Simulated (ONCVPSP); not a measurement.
# Before and after: ONCV potential for mercury (Hg)

ONCVPSP 4.0.1 input, shortened (lines: element, Z, core and valence counts, functional; n l f; lmax; l rc ep ncon nbas qcut; lloc lpopt rc5 dvloc0; l nproj debl; icmod fcfact rcfact), PBEsol, fully relativistic:

```
  Hg 80.00   10    4  -116133      upf
    1    0    2.00
    2    0    2.00
    2    1    6.00
    3    0    2.00
    3    1    6.00
    3    2   10.00
    4    0    2.00
    4    1    6.00
    4    2   10.00
    4    3   14.00
    5    0    2.00
    5    1    6.00
    5    2   10.00
    6    0    2.00
    2
    0    1.45    0.00    4    7    6.90
    1    1.50    0.00    3    6   10.50
    2    1.80    0.00    4    9   10.30
    4    4    1.35    0.00
    0    2    1.40
    1    2    2.80
    2    2    1.30
    0    0.00    0.00
```

Open shells are filled in proportion to 2j + 1.

Change: core [Kr] 4d10 4f14 5s2, valence charge 18; reference 5p6 5d10 6s1; waves now 6s: rc 2.30 bohr, ncon 3, nbas 6, qcut 2.5 1/bohr, 2 projectors, debl 1.2 Ha; 5p: rc 1.65 bohr, ncon 4, nbas 9, qcut 10.6 1/bohr, 1 projector; 5d: rc 1.85 bohr, ncon 4, nbas 9, qcut 8.2 1/bohr, 2 projectors, debl 2.2 Ha; local potential polynomial inside 1.65 bohr (lpopt 5, dvloc0 -1 Ha).

Cutoffs: the cutoffs (Ha) at which the residual kinetic energy of the hardest occupied pseudo-wave falls to 1 and 0.1 mHa per electron; they do not see the model core or the augmentation charge, which bear on the density cutoff. Errors are all-electron minus pseudo energies relative to the spin-unpolarised reference configuration.

**Question.** What does the change do?

**Answer.** The potential gets softer (35 Ha and 53 Ha → 30 Ha and 37 Ha); a bound ghost appears in s, which as a rule spoils a file. The shells moved into the core no longer need plane waves of their own. Several settings change at once here, so the effects cannot be laid on one of them.

```tsv
quantity	base	changed
cutoff, loose	35 Ha	30 Ha
cutoff, tight	53 Ha	37 Ha
loose cutoff by channel	s 22 Ha, p 35 Ha, d 25 Ha	s 13 Ha, p 30 Ha, d 23 Ha
bound ghosts	none	s
GHOST(+) flags under 300 eV	none	none
largest error over its own tests, meV	-5.0	+97
```

 A true bound ghost makes a file unfit for plane-wave use even where its test errors are small: the radial tests pick states by their node count and pass the ghost by.
